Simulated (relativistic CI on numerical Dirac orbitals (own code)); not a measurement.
**Slater and spin-orbit integrals, Hf24+**

Computed by Dirac-Coulomb-Breit CI, separate exchange-only KLI orbitals for each configuration, a model potential for QED, unscaled Slater integrals (own radial code, finite nucleus).

Slater integrals F^k, G^k are unscaled and averaged over j, outside the closed core [Ar] 3d10; ζ comes from projecting the Hamiltonian with its Breit term on Σ l·s of the shell.

- 4s²4p⁶4d¹⁰4f²: F^2(4f,4f) = 220750, F^4(4f,4f) = 143470, F^6(4f,4f) = 104780, ζ(4f) = 6520.1 cm⁻¹; <r>(4f) = 0.4716, <r^2>(4f) = 0.2559 (bohr units).
- 4s²4p⁶4d¹⁰4f5s: ζ(4f) = 6711.9, G^3(4f,5s) = 32023 cm⁻¹; <r>(4f) = 0.4669, <r^2>(4f) = 0.2506, <r>(5s) = 0.8371, <r^2>(5s) = 0.7805 (bohr units).
- 4s²4p⁶4d⁹4f³: ζ(4d) = 42158, F^2(4f,4f) = 220430, F^4(4f,4f) = 143250, F^6(4f,4f) = 104620, F^2(4d,4f) = 207580, F^4(4d,4f) = 135410, G^1(4d,4f) = 226660, G^3(4d,4f) = 151890, G^5(4d,4f) = 110300, ζ(4f) = 6455.2 cm⁻¹; <r>(4d) = 0.4803, <r^2>(4d) = 0.264, <r>(4f) = 0.4722, <r^2>(4f) = 0.2565 (bohr units).

Averages of the first 10 configurations, taken without configuration mixing, which lowers the lowest level and can move excited configurations by several eV; other configurations of the list can lie among them:

| Configuration | Parity | States | Average energy above the lowest level (eV) |
| --- | --- | --- | --- |
| 4s²4p⁶4d¹⁰4f² | even | 91 | 6.0 |
| 4s²4p⁶4d¹⁰4f5s | odd | 28 | 103.4 |
| 4s²4p⁶4d⁹4f³ | odd | 3640 | 206.3 |
| 4s²4p⁶4d¹⁰5s² | even | 1 | 210.7 |
| 4s²4p⁶4d¹⁰4f5p | even | 84 | 158.2 |
| 4s²4p⁶4d¹⁰5s5p | odd | 12 | 262.7 |
| 4s²4p⁶4d¹⁰5p² | even | 15 | 320.1 |
| 4s²4p⁶4d¹⁰4f5d | odd | 140 | 232.9 |
| 4s²4p⁵4d¹⁰4f³ | even | 2184 | 404.4 |
| 4s²4p⁶4d¹⁰5s5d | even | 20 | 339.7 |
